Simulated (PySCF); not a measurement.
## BrRuN + HF → FRuN + HBr

Level: PBE0 in the def2-TZVP basis family, computed in PySCF with density fitting; scalar-relativistic core potentials for atoms from Rb on, none lighter, no spin–orbit coupling; open shells unrestricted.

```tsv
species	state and structure	E (Eh)	ZPE (kJ/mol)	H(298 K) − H(0) (kJ/mol)	S° (J/(mol K))
BrRuN	singlet, Cs, Ru–Br 2.413 Å, Ru–N 1.542 Å; Br–Ru–N 135.5°	-2723.44916	9.9	13.0	302.1
HF	singlet, C∞v, H–F 0.920 Å	-100.39188	24.9	8.7	173.6
FRuN	singlet, Cs, Ru–F 1.914 Å, Ru–N 1.548 Å; F–Ru–N 156.2°	-249.35711	12.0	12.1	275.5
HBr	singlet, C∞v, H–Br 1.421 Å	-2574.45811	16.0	8.7	198.5
```

(1) What is the electronic reaction energy?

(2) Add zero-point, thermal and entropy terms for 298.15 K and 1 bar.

## Answers

(1) At PBE0/def2-TZVP, ΔE = 67.8 kJ/mol from the differences of the total energies times 2625.5, uphill. Ligand exchange with HF takes part in thermal etching.

(2) ΔZPE = -6.8 and Δ[H(298) − H(0)] = -0.9 kJ/mol give ΔH° = 60.1 kJ/mol. ΔS° = -1.7 J/(mol K), so ΔG° = 60.1 − 298.15 × (-0.0017) = 61 kJ/mol and log₁₀K = -10.6.

The structures come from searches over a few start shapes, so lower isomers are not excluded.
